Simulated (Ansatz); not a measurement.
Gas-phase reaction in SMILES: [CH2][SiH2]C -> [CH2-][SiH2]C (an electron is taken up)
Each molecule is optimised on its own at B3LYP-D3(BJ)/def2-TZVP (Ansatz, a program for electronic structure), one conformer each, not searched for the lowest.

Wanted: adiabatic electron affinity (electronic energy difference), positive where the reaction releases energy, in eV. Valence correlation only, unless marked. UHF or UKS for open shells. No spin-orbit coupling. No relativistic terms. Anions need diffuse functions: aug- sets have them; def2-D sets add few; the other sets have none. CBS(X,Y): correlation extrapolated as X^-3; Hartree-Fock from the larger set.

```tsv
level	program	adiabatic electron affinity (eV)
PBE0/6-31G*	Ansatz	…
r2SCAN0-D4/def2-TZVPD	Ansatz + dftd4	0.65
CAM-B3LYP/def2-TZVPD	Ansatz	0.83
B2GP-PLYP-D3(BJ)/def2-TZVPD	Ansatz + dftd3	0.80
B2PLYP/def2-TZVPD	Ansatz	…
CCSD(T)/CBS(aug-cc-pV(T+d)Z,aug-cc-pV(Q+d)Z)	Ansatz	…
```

**Question.** Complete the blanks.

**Answer.** 
- PBE0/6-31G*, adiabatic electron affinity (eV): 0.17
- B2PLYP/def2-TZVPD, adiabatic electron affinity (eV): 0.82
- CCSD(T)/CBS(aug-cc-pV(T+d)Z,aug-cc-pV(Q+d)Z), adiabatic electron affinity (eV): 0.97
